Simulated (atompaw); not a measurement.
# Reading a pseudo-wave (iron)

Columns: radius, all-electron u(r) and pseudo u(r) of the 4p shell (level -1.33 eV) of iron in the configuration [Ne] 3s2 3p6 3d6 4s2 4p0; PBE, scalar-relativistic, PAW (atompaw) scheme, atompaw 4.2.0.5.

```json
{"r (bohr)": "0.067", "all-electron": "0.0629", "pseudo": "-0.0005"}
{"r (bohr)": "0.135", "all-electron": "0.1010", "pseudo": "-0.0021"}
{"r (bohr)": "0.202", "all-electron": "0.0773", "pseudo": "-0.0044"}
{"r (bohr)": "0.269", "all-electron": "0.0208", "pseudo": "-0.0073"}
{"r (bohr)": "0.337", "all-electron": "-0.0436", "pseudo": "-0.0105"}
{"r (bohr)": "0.404", "all-electron": "-0.0987", "pseudo": "-0.0134"}
{"r (bohr)": "0.471", "all-electron": "-0.1391", "pseudo": "-0.0157"}
{"r (bohr)": "0.538", "all-electron": "-0.1635", "pseudo": "-0.0170"}
{"r (bohr)": "0.606", "all-electron": "-0.1728", "pseudo": "-0.0168"}
{"r (bohr)": "0.673", "all-electron": "-0.1692", "pseudo": "-0.0148"}
{"r (bohr)": "0.740", "all-electron": "-0.1556", "pseudo": "-0.0107"}
{"r (bohr)": "0.808", "all-electron": "-0.1342", "pseudo": "-0.0041"}
{"r (bohr)": "0.875", "all-electron": "-0.1078", "pseudo": "0.0049"}
{"r (bohr)": "0.942", "all-electron": "-0.0778", "pseudo": "0.0166"}
{"r (bohr)": "1.010", "all-electron": "-0.0453", "pseudo": "0.0310"}
{"r (bohr)": "1.077", "all-electron": "-0.0122", "pseudo": "0.0477"}
{"r (bohr)": "1.144", "all-electron": "0.0212", "pseudo": "0.0666"}
{"r (bohr)": "1.212", "all-electron": "0.0547", "pseudo": "0.0876"}
{"r (bohr)": "1.279", "all-electron": "0.0870", "pseudo": "0.1099"}
{"r (bohr)": "1.346", "all-electron": "0.1182", "pseudo": "0.1332"}
{"r (bohr)": "1.413", "all-electron": "0.1481", "pseudo": "0.1572"}
{"r (bohr)": "1.481", "all-electron": "0.1771", "pseudo": "0.1819"}
{"r (bohr)": "1.548", "all-electron": "0.2042", "pseudo": "0.2063"}
{"r (bohr)": "1.615", "all-electron": "0.2298", "pseudo": "0.2304"}
{"r (bohr)": "1.683", "all-electron": "0.2543", "pseudo": "0.2544"}
{"r (bohr)": "1.750", "all-electron": "0.2770", "pseudo": "0.2770"}
```

How many radial nodes do the two functions have?

The all-electron 4p function has n − l − 1 = 2; the pseudo-wave has 1, since 1 lower shell of the same l stays in the valence.

Is the pseudo-wave norm-conserving?

No, it belongs to a PAW set: the norm inside the radius is not constrained, and the difference is carried by the augmentation charge.
